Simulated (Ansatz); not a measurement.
Species: C₂H₆N₂O, SMILES `N=COCN` (charge 0, multiplicity 1).

Task: Give a relaxed geometry from r2SCAN-D4/def2-TZVP (Ansatz, a quantum-chemistry and plane-wave program).

Result: This is not unique; one that fits is the end point of this relaxation, one of several conformers (outside a Z-matrix the atoms follow the SMILES, hydrogens last).
Z-matrix (Å, degrees):
```
C
H 1 1.0919
H 1 1.0919 2 108.46
N 1 1.4133 2 113.23 3 -126.60
H 4 1.0058 1 115.23 2 -4.21
H 4 1.0058 5 111.94 1 -134.24
O 1 1.4675 2 106.72 3 114.62
C 7 1.3323 1 115.28 2 -57.91
N 8 1.2700 7 123.72 1 0.02
H 9 1.0169 8 109.75 7 180.00
H 8 1.0953 9 126.73 10 0.00
```
